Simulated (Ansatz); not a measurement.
A short molecular-dynamics run on CoSi₂⁻.

```yaml
crystal:
  periodic: [false, false, false]
  atoms:
    - {symbol: Co, position_ang: [0.907622, -0.167020, 0.733444]}
    - {symbol: Si, position_ang: [-0.401249, -1.060489, -0.692273]}
    - {symbol: Si, position_ang: [-0.506364, 1.227509, -0.041171]}
basis:
  gaussian: {orbitals: "6-31G*"}
total_charge: -1
hamiltonian: {xc: {name: revPBE}, dispersion: d3bjatm}
md: {timestep: 0.5 fs, n_steps: 15, ensemble: nvt_langevin, temperature: 700, initial_velocities: maxwell_boltzmann, friction: 0.01, seed: 942}
scf: {omitted_lower_state_checks: [starts]}
```

```sh
$ ansatz run in.yaml --threads 4 --pin off --events-out ev --progress --plain --max-ram 3916MiB
```

| step | time (fs) | potential energy (eV) | kinetic (eV) | T (K) |
| --- | --- | --- | --- | --- |
| 0 | 0.0 | -53368.8671 | 0.1810 | 467 |
| 1 | 0.5 | -53368.8653 | 0.1903 | 491 |
| 2 | 1.0 | -53368.8630 | 0.1820 | 469 |
| 3 | 1.5 | -53368.8603 | 0.2068 | 533 |
| 4 | 2.0 | -53368.8574 | 0.2212 | 571 |
| 5 | 2.5 | -53368.8543 | 0.2211 | 570 |
| 6 | 3.0 | -53368.8510 | 0.2110 | 544 |
| 7 | 3.5 | -53368.8477 | 0.2156 | 556 |
| 8 | 4.0 | -53368.8441 | 0.1857 | 479 |
| 9 | 4.5 | -53368.8407 | 0.1549 | 400 |
| 10 | 5.0 | -53368.8374 | 0.1718 | 443 |
| 11 | 5.5 | -53368.8344 | 0.1785 | 460 |
| 12 | 6.0 | -53368.8322 | 0.1994 | 514 |
| 13 | 6.5 | -53368.8305 | 0.1925 | 496 |
| 14 | 7.0 | -53368.8292 | 0.2125 | 548 |
| 15 | 7.5 | -53368.8280 | 0.1966 | 507 |

Velocities are drawn at the set temperature; a run this short doesn't reach equilibrium. Under Langevin dynamics the printed temperature counts 3N degrees of freedom, so it starts below the set value.

The 6-31G sets use Cartesian d functions. The highest occupied level of an anion often lies above zero with these methods, and sets without diffuse functions describe the outer electron poorly. The restricted singlet is unstable towards broken spin symmetry at other levels; at RKS revPBE-D3(BJ)-ATM/6-31G* this wasn't settled.

Frames (Å, forces in eV/Å):

```xyz
3
time=0.0 fs
Co    0.908   -0.167    0.733   -1.022    0.188   -0.826
Si   -0.401   -1.060   -0.692    0.502    0.102    0.469
Si   -0.506    1.228   -0.041    0.520   -0.290    0.357
3
time=0.5 fs
Co    0.908   -0.167    0.734   -1.040    0.214   -0.834
Si   -0.398   -1.063   -0.693    0.496    0.120    0.470
Si   -0.509    1.230   -0.042    0.545   -0.334    0.364
3
time=1.0 fs
Co    0.908   -0.168    0.734   -1.060    0.239   -0.845
Si   -0.395   -1.065   -0.694    0.491    0.140    0.474
Si   -0.512    1.233   -0.042    0.569   -0.379    0.371
3
time=1.5 fs
Co    0.908   -0.169    0.734   -1.081    0.262   -0.857
Si   -0.392   -1.067   -0.696    0.489    0.161    0.480
Si   -0.514    1.235   -0.043    0.592   -0.423    0.377
3
time=2.0 fs
Co    0.907   -0.169    0.735   -1.101    0.283   -0.868
Si   -0.388   -1.070   -0.698    0.486    0.184    0.486
Si   -0.517    1.238   -0.043    0.615   -0.467    0.382
3
time=2.5 fs
Co    0.907   -0.169    0.735   -1.120    0.305   -0.879
Si   -0.385   -1.073   -0.699    0.482    0.206    0.491
Si   -0.520    1.240   -0.044    0.638   -0.511    0.388
3
time=3.0 fs
Co    0.907   -0.170    0.735   -1.138    0.325   -0.890
Si   -0.381   -1.076   -0.701    0.479    0.227    0.497
Si   -0.522    1.243   -0.045    0.659   -0.552    0.393
3
time=3.5 fs
Co    0.907   -0.170    0.735   -1.154    0.342   -0.900
Si   -0.378   -1.079   -0.703    0.477    0.250    0.504
Si   -0.524    1.245   -0.046    0.678   -0.592    0.396
3
time=4.0 fs
Co    0.907   -0.171    0.736   -1.172    0.357   -0.912
Si   -0.374   -1.082   -0.705    0.476    0.273    0.513
Si   -0.526    1.248   -0.046    0.696   -0.630    0.400
3
time=4.5 fs
Co    0.907   -0.171    0.736   -1.186    0.372   -0.922
Si   -0.371   -1.084   -0.706    0.474    0.294    0.519
Si   -0.527    1.251   -0.047    0.712   -0.666    0.402
3
time=5.0 fs
Co    0.907   -0.171    0.736   -1.198    0.387   -0.929
Si   -0.368   -1.087   -0.708    0.471    0.312    0.524
Si   -0.529    1.254   -0.047    0.728   -0.699    0.405
3
time=5.5 fs
Co    0.906   -0.171    0.737   -1.207    0.401   -0.934
Si   -0.365   -1.089   -0.709    0.466    0.330    0.528
Si   -0.530    1.257   -0.048    0.741   -0.732    0.407
3
time=6.0 fs
Co    0.905   -0.172    0.737   -1.211    0.416   -0.935
Si   -0.362   -1.092   -0.711    0.458    0.346    0.528
Si   -0.532    1.259   -0.048    0.753   -0.761    0.407
3
time=6.5 fs
Co    0.904   -0.172    0.737   -1.210    0.429   -0.932
Si   -0.358   -1.094   -0.713    0.448    0.360    0.526
Si   -0.533    1.262   -0.048    0.762   -0.788    0.406
3
time=7.0 fs
Co    0.902   -0.173    0.737   -1.207    0.440   -0.928
Si   -0.354   -1.097   -0.714    0.438    0.373    0.523
Si   -0.534    1.264   -0.049    0.769   -0.813    0.405
3
time=7.5 fs
Co    0.901   -0.172    0.737   -1.202    0.450   -0.922
Si   -0.351   -1.100   -0.715    0.427    0.385    0.520
Si   -0.536    1.266   -0.049    0.774   -0.836    0.403
```

It took 16 s on 4 threads of Intel Xeon Platinum 8375C on a shared host.
